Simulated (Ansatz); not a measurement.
`[S]=[Ta]([Cl])([Cl])[Cl]` and `[NH2][Ta](=[S])([Cl])[Cl]` differ in one atom or group.

Ansatz, PBE0-D4/def2-TZVP geometries, multiplicity 1. Each molecule was computed in one conformer, which needn't be the lowest.

Elements past krypton have def2 core potentials.

```csv
property,`[S]=[Ta]([Cl])([Cl])[Cl]`
size of the dipole moment (ωB97M-V/def2-TZVPP) / D,1.25
HOMO energy (PBE/def2-TZVPP) / eV,-7.11
HOMO–LUMO gap (B3LYP/def2-TZVPP) / eV,4.98
HOMO energy (PBE0/def2-TZVPP) / eV,-8.29
HOMO–LUMO gap (PBE0/def2-TZVPP) / eV,5.42
HOMO energy (B3LYP/def2-TZVPP) / eV,-8.02
```

(1) Give the same properties after the change, and the shifts. (Best estimate.)

## Answers

(1) Ansatz gave: 
```csv
property,`[NH2][Ta](=[S])([Cl])[Cl]`,shift
size of the dipole moment (ωB97M-V/def2-TZVPP) / D,3.49,2.24
HOMO energy (PBE/def2-TZVPP) / eV,-6.71,0.40
HOMO–LUMO gap (B3LYP/def2-TZVPP) / eV,5.11,0.13
HOMO energy (PBE0/def2-TZVPP) / eV,-7.88,0.41
HOMO–LUMO gap (PBE0/def2-TZVPP) / eV,5.55,0.13
HOMO energy (B3LYP/def2-TZVPP) / eV,-7.61,0.41
```

With PBE0 the HOMO rises by 0.41 eV and the LUMO rises by 0.55 eV, so the gap widens by about 0.14 eV. PBE moves the HOMO by 0.40 eV and ωB97M-V by 0.41 eV. The zero-point energy changes by 63.5 kJ/mol with +6 modes. Dipoles are sizes alone; their direction can turn.

B3LYP here is the variant with VWN-RPA as its local correlation; programs differ in this.
